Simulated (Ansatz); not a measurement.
fac-[CrF3(NH3)3]- (CrN₃F₃H₉⁻). The state is a quintet with charge -1. Geometry PBE0-D4/def2-SVPD; atoms count from 1.

Cartesian coordinates in Å:
```
Cr 0.586 0.431 0.297
F 0.183 2.030 1.175
N 0.863 -1.389 -0.719
H 1.376 -1.963 -0.049
H 1.480 -1.150 -1.495
H 0.049 -1.900 -1.065
F 1.697 -0.321 1.597
N -0.753 1.121 -1.170
H -0.147 1.400 -1.941
H -1.168 1.954 -0.752
H -1.489 0.499 -1.511
F 1.910 1.078 -0.850
N -0.981 -0.372 1.446
H -0.499 -0.927 2.153
H -1.703 -0.934 0.991
H -1.403 0.443 1.892
```

The highest occupied level of the charge -1 quintet lies above zero (up to 1.02 eV). The electron is either unbound and held by the finite basis, or the level is raised by self-interaction error. The name describes the triplet; other states may take another shape.

Estimate the Mulliken populations from the PBE0/def2-TZVPD orbitals of Ansatz.


```json
{"atom": "Cr1", "charge (e)": "-1.10", "spin (α − β)": "5.16", "d electrons": "4.26"}
{"atom": "F2", "charge (e)": "-0.64", "spin (α − β)": "-0.09", "d electrons": "–"}
{"atom": "N3", "charge (e)": "-0.12", "spin (α − β)": "-0.36", "d electrons": "–"}
{"atom": "H4", "charge (e)": "0.19", "spin (α − β)": "0.09", "d electrons": "–"}
{"atom": "H5", "charge (e)": "0.19", "spin (α − β)": "0.09", "d electrons": "–"}
{"atom": "H6", "charge (e)": "0.42", "spin (α − β)": "-0.11", "d electrons": "–"}
{"atom": "F7", "charge (e)": "-0.65", "spin (α − β)": "-0.09", "d electrons": "–"}
{"atom": "N8", "charge (e)": "-0.12", "spin (α − β)": "-0.36", "d electrons": "–"}
{"atom": "H9", "charge (e)": "0.19", "spin (α − β)": "0.09", "d electrons": "–"}
{"atom": "H10", "charge (e)": "0.19", "spin (α − β)": "0.09", "d electrons": "–"}
{"atom": "H11", "charge (e)": "0.42", "spin (α − β)": "-0.11", "d electrons": "–"}
{"atom": "F12", "charge (e)": "-0.64", "spin (α − β)": "-0.09", "d electrons": "–"}
{"atom": "N13", "charge (e)": "-0.12", "spin (α − β)": "-0.36", "d electrons": "–"}
{"atom": "H14", "charge (e)": "0.19", "spin (α − β)": "0.09", "d electrons": "–"}
{"atom": "H15", "charge (e)": "0.42", "spin (α − β)": "-0.11", "d electrons": "–"}
{"atom": "H16", "charge (e)": "0.19", "spin (α − β)": "0.09", "d electrons": "–"}
```
Mulliken values depend strongly on the basis. With diffuse functions, as here, like atoms can get unlike values, and bond orders can come out too low or too high.

Where does the spin sit?

Summed by element: Cr 5.16, F -0.28, N -1.09, H 0.20, of 4 unpaired in all. Largest on single atoms: Cr1 5.16, N13 -0.36, N8 -0.36.
